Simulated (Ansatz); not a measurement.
Reaction (ligand exchange at the As–O bond): `CO[AsH2]` + `S[S][GeH3]` → `[GeH3][S]S[AsH2]` + CH₃OH

Computed with Ansatz on PBE0-D4/def2-TZVP structures; ΔE is electronic, products minus reactants. CCSD(T)/CBS is the MP2 limit (def2-TZVPP, def2-QZVPP) plus CCSD(T) − MP2 in def2-TZVPP, frozen cores. This one scheme is used for every species. Functionals use def2-TZVPP. For As, Ge outer-core shells are correlated without core-valence functions, which leaves a few kJ/mol of doubt a bond. Scalar relativity is left out up to krypton. Each species was taken in one conformer, which may not be the lowest.

```tsv
level	ΔE (kJ/mol)
PBE-D4	-53.1
r2SCANh-D4	-48.6
BHLYP-D4	-46.8
PBE	-49.2
r2SCANh	-47.5
LC-ωPBE	-39.5
CCSD(T)/def2-SVP	-40.5
CCSD(T)/def2-TZVPP	-41.5
```

**Question.** What does CCSD(T)/CBS give? (Estimate.)

**Answer.** Computed: -48.4 kJ/mol. The listed levels differ from it by -4.7, -0.2, 1.6, -0.8, 0.9, 8.9, 7.9, 6.9 kJ/mol.

Largest T1 diagnostic among the species: 0.013.

At CCSD(T), def2-SVP lies +7.9 kJ/mol from the extrapolated value and def2-TZVPP +6.9 kJ/mol. Leaving LDA and LC-ωPBE aside and taking each functional with its dispersion term where it has one, the values, not all of them listed here, spread over 17.3 kJ/mol, from HSE06-D4 to B97M-V. In def2-TZVPP, CCSD(T) changes the Hartree–Fock value by −8.8 kJ/mol (the triples alone add −2.1 kJ/mol) and MP2 by −14.6 kJ/mol.
